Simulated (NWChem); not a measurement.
Species: HSeF; SMILES F[SeH]

Results from NWChem. Pople sets run with spherical d functions. This build's default masses of Se (78.918 u) and Br (79.917 u) are each other's, which moves their modes by up to 0.6 %. B3LYP is NWChem's, with the RPA form of VWN correlation. Each level has its own optimisation; frequencies are unscaled.

```tsv
level	r H–Se (Å)	r F–Se (Å)	highest harmonic frequency (cm⁻¹)	lowest (cm⁻¹)	zero-point energy (kcal/mol)	dipole (D)
PBE0/def2-TZVP	1.475	1.753	2411	680	5.6	1.82
Hartree-Fock/6-31G*	1.460	1.740	2604	752	6.2	2.20
Hartree-Fock/STO-3G	1.448	1.777	2871	822	6.8	1.11
Hartree-Fock/3-21G	1.471	1.752	2328	742	5.7	2.39
B3LYP/6-31G*	1.489	1.780	2369	670	5.5	1.90
```
